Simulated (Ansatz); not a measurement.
C₂H₇NO₂Si, SMILES `OCN1CO[SiH2]1`. Charge 0, multiplicity 1.

```xyz
13

O    -1.2285   -1.8421   -0.9066
C    -1.1503   -0.4473   -0.7242
N     0.0633   -0.0323   -0.1201
C     0.3357   -0.2058    1.3071
O     1.3384    0.8072    1.4708
Si    1.1610    1.2940   -0.1136
H    -0.4357   -2.1132   -1.3797
H    -2.0205   -0.2035   -0.1013
H    -1.2540    0.0843   -1.6793
H    -0.5441    0.0025    1.9321
H     0.7478   -1.1871    1.5644
H     0.5951    2.6573   -0.3111
H     2.3919    1.1859   -0.9386
```

**Question.** Give the diagnostics of a CCSD(T)/def2-TZVPP run (frozen core, the Gaussian-basis code of Ansatz). (Best estimate.)

**Answer.** The calculation gave: T1 = 0.0114, largest single amplitude 0.012, largest double 0.012, (T) share of the correlation energy 3.8 %, 9 CCSD cycles. The RHF solution is stable towards an unrestricted one. T1 lies under the customary mark of 0.02 for closed shells.
